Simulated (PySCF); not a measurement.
Job for PySCF: R-B3LYP/3-21G on BrGeH2N (SMILES [NH2][Ge][Br]), a point of a torsion scan.

```python
from pyscf import gto, scf, dft, mp
from pyscf.data.elements import chemcore

mol = gto.M(
    atom='''
    N    -0.72267501   -0.04750687    0.03920075
    Ge    0.86771855   -0.73003197   -0.52027649
    Br    0.15148900   -2.97876987   -0.66872306
    H    -1.01131298    0.89547971   -0.17267265
    H    -1.54572107   -0.58724808    0.27544527
    ''',
    basis='3-21g',
    charge=0, spin=0, verbose=3, max_memory=1800)
mf = dft.RKS(mol, xc='b3lyp')
mf.conv_tol = 1e-8
mf.max_cycle = 100
mf.kernel()
if not mf.converged:
    mf = mf.newton().run(mf.mo_coeff, mf.mo_occ)
```

Output:

```
converged SCF energy = -4684.49679918717
```

The run converged.

Cost: around 5 core-seconds (rough).
